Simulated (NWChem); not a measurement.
# Ionisation of C$_{5}$H$_{5}$

```
C
C 1 1.3640
H 1 1.0991 2 126.93
H 2 1.1006 1 125.94 3 0.00
C 2 1.4813 4 123.86 1 180.00
C 5 1.3496 2 106.08 4 180.00
H 5 1.0986 6 128.61 2 180.00
C 6 1.4920 5 113.21 7 180.00
H 8 1.1136 6 112.51 5 120.15
H 8 1.1136 9 106.04 6 -123.39
```
Charge 0, spin multiplicity 2.

All runs are NWChem calculations. The geometry was optimised at UPBE/def2-SVP, a minimum by its harmonic frequencies. It is one conformer; others weren't searched.

Basis set: def2-TZVP. −ε marks an orbital energy of the parent.

B3LYP has NWChem's definition, with VWN1-RPA local correlation. The structure started from a generated list of species. The unpaired electrons of the parent sit in orbitals of symmetry a' (Cs labels of the run); other states weren't searched. No SCF solution was tested for a lower state.

Task: One of these methods gave a first vertical ionisation energy of 5.49 eV. Which?
A. −ε(beta HOMO) of LDA (SVWN5)
B. −ε(beta HOMO) of B3LYP
C. −ε(beta HOMO) of PBE
D. G0W0@LDA (SVWN5)

Result: A, −ε(beta HOMO) of LDA (SVWN5). The others give 6.11 (−ε(beta HOMO) of B3LYP), 5.31 (−ε(beta HOMO) of PBE), 8.16 (G0W0@LDA (SVWN5)).
